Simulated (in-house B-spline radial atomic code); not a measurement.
Radial electron density of In⁷⁺, [Kr] 4d6. Method: Dirac-Hartree-Fock, average of configuration, Fermi nucleus of rms radius 4.6156 fm. Calculated with a radial B-spline atomic code at the basis-set limit.

Columns: r (bohr), 4πr²n(r) (electrons per bohr), bar.

```
 0.00107    1.647 #
  0.0013    2.317 #
 0.00158    3.245 ##
 0.00191    4.478 ##
 0.00232    6.186 ###
 0.00281    8.433 #####
 0.00341    11.41 ######
 0.00414    15.27 ########
 0.00502    20.08 ###########
 0.00609    25.95 ##############
 0.00739    32.81 ##################
 0.00896    40.36 ######################
  0.0109    48.24 ##########################
  0.0132    55.31 ##############################
   0.016    60.76 #################################
  0.0194    63.59 ###################################
  0.0235    63.27 ###################################
  0.0285    60.31 #################################
  0.0346    56.54 ###############################
   0.042    54.92 ##############################
  0.0509       58 ################################
  0.0618    66.08 ####################################
   0.075    75.56 #########################################
  0.0909    80.28 ############################################
    0.11    76.08 ##########################################
   0.134    64.71 ###################################
   0.162    55.63 ##############################
   0.197    55.91 ###############################
   0.239    63.03 ###################################
    0.29     64.9 ####################################
   0.351     53.6 #############################
   0.426    34.59 ###################
   0.517    21.18 ############
   0.627    18.65 ##########
    0.76    20.32 ###########
   0.922    18.35 ##########
    1.12    12.13 #######
    1.36    5.806 ###
    1.65    2.002 #
       2   0.4854 
    2.42    0.079 
    2.94 0.007352 
    3.56 0.0003744
```

On this grid the curve has 4 maxima, near 0.0194, 0.0909, 0.29, 0.76 bohr.

The 4p1/2 radial function P(r) = rR(r), positive near the nucleus, with its small component Q(r) (sign convention: Q ≈ (P' + κP/r)/2c):

```json
{"r (bohr)": "0.000728", "P": "0.001522", "Q": "0.006014"}
{"r (bohr)": "0.00107", "P": "0.002442", "Q": "0.00852"}
{"r (bohr)": "0.00158", "P": "0.004055", "Q": "0.01205"}
{"r (bohr)": "0.00232", "P": "0.006886", "Q": "0.01683"}
{"r (bohr)": "0.00341", "P": "0.01204", "Q": "0.02324"}
{"r (bohr)": "0.00502", "P": "0.02154", "Q": "0.03157"}
{"r (bohr)": "0.00739", "P": "0.03899", "Q": "0.04177"}
{"r (bohr)": "0.0109", "P": "0.07052", "Q": "0.05316"}
{"r (bohr)": "0.016", "P": "0.1238", "Q": "0.06349"}
{"r (bohr)": "0.0235", "P": "0.2072", "Q": "0.06899"}
{"r (bohr)": "0.0346", "P": "0.3191", "Q": "0.06382"}
{"r (bohr)": "0.0509", "P": "0.4222", "Q": "0.04281"}
{"r (bohr)": "0.075", "P": "0.4195", "Q": "0.007366"}
{"r (bohr)": "0.11", "P": "0.1801", "Q": "-0.02697"}
{"r (bohr)": "0.162", "P": "-0.3058", "Q": "-0.03714"}
{"r (bohr)": "0.239", "P": "-0.6708", "Q": "-0.01375"}
{"r (bohr)": "0.351", "P": "-0.3407", "Q": "0.01673"}
{"r (bohr)": "0.517", "P": "0.6315", "Q": "0.02252"}
{"r (bohr)": "0.76", "P": "1.239", "Q": "0.007265"}
{"r (bohr)": "1.12", "P": "0.8893", "Q": "-0.002578"}
{"r (bohr)": "1.65", "P": "0.2794", "Q": "-0.001962"}
{"r (bohr)": "2.42", "P": "0.03254", "Q": "-0.0003056"}
```
